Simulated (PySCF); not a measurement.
**Interval between two levels of Xe²⁺ by level of theory**

Xe²⁺ [Kr] 4d10 5s2 5p4 [3P2, M_J = 2] → Xe²⁺ [Kr] 4d10 5s1 5p5 [3P2, M_J = 2], as a difference of total energies. Computed with PySCF 2.14 in x2c-SVPall-2c with one added diffuse shell each of s, p type (7s9p4d, 54 functions), with the two-component X2C-1e Hamiltonian. Correlated levels: [Ar] 3d10 frozen; the 6 highest virtual spinors dropped. "Screened" scales the spin-orbit matrix elements by Boettger's factors to mimic the two-electron term; Breit and QED terms are absent.

```json
{"method": "GHF (spin-free)", "interval between two levels (cm⁻¹)": "112910"}
{"method": "GMP2 (spin-free)", "interval between two levels (cm⁻¹)": "105750"}
{"method": "GHF (screened spin-orbit)", "interval between two levels (cm⁻¹)": "114720"}
{"method": "GMP2 (screened spin-orbit)", "interval between two levels (cm⁻¹)": "107370"}
```

The labels give the starting determinants; with spin-orbit coupling the two ends relaxed to ⟨J²⟩ = 6.01, ⟨L²⟩ = 2.43, ⟨S²⟩ = 1.82 and ⟨J²⟩ = 6.01, ⟨L²⟩ = 2.03, ⟨S²⟩ = 2.03.
